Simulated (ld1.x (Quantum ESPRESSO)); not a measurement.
# Reading a pseudo-wave (O)

Columns: radius, all-electron u(r) and pseudo u(r) of the 2p shell (level -8.98 eV) of oxygen in the configuration [He] 2s2 2p4; PBEsol, non-relativistic, ultrasoft scheme, ld1.x (Quantum ESPRESSO) 7.5.

```csv
r (bohr),all-electron,pseudo
0.065,0.0495,0.0117
0.130,0.1561,0.0460
0.195,0.2802,0.1007
0.260,0.4018,0.1723
0.325,0.5110,0.2563
0.390,0.6041,0.3474
0.455,0.6803,0.4404
0.520,0.7402,0.5301
0.585,0.7847,0.6120
0.650,0.8156,0.6825
0.715,0.8347,0.7391
0.780,0.8437,0.7805
0.845,0.8446,0.8069
0.910,0.8387,0.8191
0.975,0.8274,0.8192
1.040,0.8120,0.8097
1.105,0.7932,0.7933
1.170,0.7721,0.7725
1.235,0.7491,0.7492
1.300,0.7249,0.7249
1.365,0.6999,0.6999
1.430,0.6745,0.6745
1.495,0.6489,0.6489
1.560,0.6233,0.6233
1.625,0.5980,0.5980
1.690,0.5730,0.5730
```

(1) How many radial nodes do the two functions have?

(2) At about which radius was the pseudo-wave matched?

(3) Is the pseudo-wave norm-conserving?

## Answers

(1) The all-electron 2p function has n − l − 1 = 0; the pseudo-wave has 0.

(2) 1.30 bohr. The columns agree to 0.0005 from 1.10 bohr on; several derivatives are matched, so the curves merge somewhat inside the radius.

(3) No, it belongs to an ultrasoft set: the norm inside the radius is not constrained, and the difference is carried by the augmentation charge.
